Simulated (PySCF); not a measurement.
**Bonding in `C#C[C@@H](Cl)C=C=C[SiH2]C=C`**

C8H9ClSi.
SMILES with atom numbers: `[CH:1]#[C:2][C@@H:3]([Cl:4])[CH:5]=[C:6]=[CH:7][SiH2:8][CH:9]=[CH2:10]` (hydrogens: H11 on C1; H12 on C3; H13 on C5; H14 on C7; H15, H16 on Si8; H17 on C9; H18, H19 on C10)

Structure used (GFN2-xTB), in Å, numbered top down from 1:
```
atom  x, y, z in Å
C1     4.5309   -0.0627    0.6904
C2     3.3382    0.0334    0.6438
C3     1.9095    0.1937    0.5503
Cl4    1.4681    1.7868    1.3435
C5     1.4386    0.2136   -0.8696
C6     0.4231   -0.4904   -1.2783
C7    -0.6338   -1.1401   -1.6399
Si8   -2.3789   -0.3967   -1.5148
C9    -2.7947   -0.1422    0.3068
C10   -2.3186    0.8466    1.0480
H11    5.5729   -0.1689    0.7469
H12    1.3867   -0.5691    1.1333
H13    1.9858    0.8579   -1.5436
H14   -0.5381   -2.1459   -2.0248
H15   -2.4187    0.8743   -2.2440
H16   -3.3055   -1.3729   -2.1012
H17   -3.4580   -0.8599    0.7762
H18   -1.6527    1.5905    0.6415
H19   -2.5646    0.9612    2.0934
```

Bond orders from the PBE0/pcSseg-1 density (PySCF). The structure is a single GFN2-xTB conformer in the gas phase; no vibrational or solvent corrections. GFN2-xTB frequencies show an imaginary mode (37i cm⁻¹), so this geometry is no minimum at that level.

(1) Where do the orders between heavy atoms depart from those drawn in the SMILES?

(2) Set the Mayer orders of the bonds beside their lengths.

Results:

(1) The largest departure is 0.482, at C1–C2 (drawn triple, 2.518). Drawn single, order below 0.88: C7–Si8 (0.819). Drawn double or triple, more than 0.30 short of the drawn order: C1–C2 (2.518).

(2) 
| bond | drawn as | length (Å) | Mayer order |
| --- | --- | --- | --- |
| C1–C2 | triple | 1.197 | 2.518 |
| C2–C3 | single | 1.441 | 0.932 |
| C3–Cl4 | single | 1.833 | 1.020 |
| C3–C5 | single | 1.496 | 1.026 |
| C5–C6 | double | 1.301 | 1.856 |
| C6–C7 | double | 1.292 | 2.031 |
| C7–Si8 | single | 1.901 | 0.819 |
| Si8–C9 | single | 1.886 | 0.902 |
| C9–C10 | double | 1.324 | 1.985 |
| C1–H11 | single | 1.049 | 1.141 |
| C3–H12 | single | 1.093 | 0.923 |
| C5–H13 | single | 1.081 | 0.905 |
| C7–H14 | single | 1.081 | 0.882 |
| Si8–H15 | single | 1.466 | 0.957 |
| Si8–H16 | single | 1.468 | 0.944 |
| C9–H17 | single | 1.084 | 0.941 |
| C10–H18 | single | 1.078 | 0.948 |
| C10–H19 | single | 1.080 | 0.954 |

By pair of heavy elements: C–C: lowest C2–C3 (0.932, 1.441 Å), highest C1–C2 (2.518, 1.197 Å); in 2 of the 15 pairs the longer bond (by over 0.003 Å) has the higher order (by 0.02 or more). C–Si: lowest C7–Si8 (0.819, 1.901 Å), highest Si8–C9 (0.902, 1.886 Å).

Task: Sum the orders of all bonds at each heavy atom with more than one neighbour and set the sums beside the valence in the SMILES.

Result: C1 3.659 (drawn 4), C2 3.450 (drawn 4), C3 3.901 (drawn 4), C5 3.787 (drawn 4), C6 3.887 (drawn 4), C7 3.732 (drawn 4), Si8 3.622 (drawn 4), C9 3.828 (drawn 4), C10 3.887 (drawn 4). Orders between atoms that aren't bonded are not in these sums.

Mayer orders depend on the basis set.
